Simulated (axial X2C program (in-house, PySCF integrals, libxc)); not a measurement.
## Worked dissociation energy of TaB⁻: HF, spin-free

Computed with an in-house relativistic program for diatomic molecules. Spin-free means the one-electron spin-free X2C Hamiltonian. Basis: Ta dyall-acv3z [14s15p10d7f4g], B dyall-av3z [8s7p3d2f] (cores contracted in-house); Gaussian nuclei, density fitting, unrestricted open shells. Masses: Ta 180.948 u, B 11.009 u.

Molecular state: M_S = 5/2, Λ = 0 (beyond evenly filled blocks: σα, π+α, π-α, δ+α, δ-α).

- E(Ta-) (2M_S = 4, M_L = 3): -15600.184193 hartree
- E(B) (2M_S = 1, M_L = 0): -24.539836 hartree
- E(TaB⁻) at Re: -15624.827792 hartree
- ωe: 630.6 cm⁻¹
- ωexe: 2.59 cm⁻¹

Q: Work out De and D0.

A: De = -15600.184193 + (-24.539836) − (-15624.827792) = 0.10376 hartree = 2.824 eV. The zero-point energy is ωe/2 − ωexe/4 = 315 cm⁻¹ = 0.039 eV, so D0 = 2.785 eV.

Dissociation energies refer to the lowest single-determinant-based atoms at the same level and basis. The state is one determinant with fixed occupations, lowest in a PBE0 search at one distance only: followed along the bond, the 2c determinant Ω = 1/2 reaches 0.07 eV lower at PBE0, at Re = 2.000 Å, so the state shown is not the lowest. Some points did not converge and are left out. The determinant is spin-polarised beyond a pure state at some levels (its spin-free form has ⟨S²⟩ too high), which makes Re and μ there less reliable. Hartree–Fock gets electron affinities wrong, so its lowest charge split need not be the true one.

Hartree–Fock lacks correlation and underbinds, often by eV.

Each atomic determinant is the lowest at this level and need not be a pure term. Totals compare only within one Hamiltonian and basis.
